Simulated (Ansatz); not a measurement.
Consider the ligand exchange at the Si–C bond: `C=C[SiH](C)F` + `N[SiH2]F` → `C=C[SiH](F)N[SiH2]F` + CH₄.

Gas-phase electronic energies from Ansatz, PBE0-D4/def2-TZVP geometries. CCSD(T)/CBS is the MP2 limit (def2-TZVPP, def2-QZVPP) plus CCSD(T) − MP2 in def2-TZVPP, frozen cores. This one scheme is used for every species. Functionals use def2-TZVPP. B3LYP here is the variant with VWN-RPA as its local correlation; programs differ in this. One conformer a species, not always the lowest.

(1) Is it downhill or uphill in electronic energy at CCSD(T)/CBS, and by how much? (An estimate is asked.)

(2) What do these levels give: PBE-D4, PBE0-D4, B2PLYP, r2SCAN, PBE0, B3LYP, MP2/def2-TZVPP, CCSD/def2-TZVPP, MP2/def2-QZVPP, SCS-MP2/def2-QZVPP, HF/CBS(def2), CCSD/CBS(def2)? (Estimate.)

Largest T1 diagnostic among the species: 0.012.

## Answers

(1) Computed: Downhill: ΔE = -77.5 kJ/mol.

(2) Computed: PBE-D4 -71.2, PBE0-D4 -73.6, B2PLYP -75.3, r2SCAN -75.6, PBE0 -68.1, B3LYP -70.9, MP2/def2-TZVPP -79.8, CCSD/def2-TZVPP -77.8, MP2/def2-QZVPP -79.4, SCS-MP2/def2-QZVPP -79.1, HF/CBS(def2) -78.8, CCSD/CBS(def2) -76.8 kJ/mol.

The D4 term adds −9.2 kJ/mol with B3LYP and −5.4 kJ/mol with PBE0; it sums over pairs of atoms, weighted by their polarisabilities, and B3LYP, whose exchange is more repulsive, gets the larger term.
